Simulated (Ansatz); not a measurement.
Job for Ansatz (an electronic-structure program): R-B3LYP/def2-TZVPP on CCl2 (SMILES Cl[C]Cl).

Ansatz 0.2 input:
```yaml
crystal:
  periodic: [false, false, false]
  atoms:
    - {symbol: C, position_ang: [-0.00000000, -0.00000000, -0.66232491]}
    - {symbol: Cl, position_ang: [1.40916511, 0.00000000, 0.33121246]}
    - {symbol: Cl, position_ang: [-1.40916511, -0.00000000, 0.33121246]}
basis:
  gaussian:
    orbitals: def2-TZVPP
hamiltonian:
  xc: {name: B3LYP}
scf: {lower_state_search: off}
```

### Question
What total energy does the run end on?

### Answer
-958.4666 hartree.
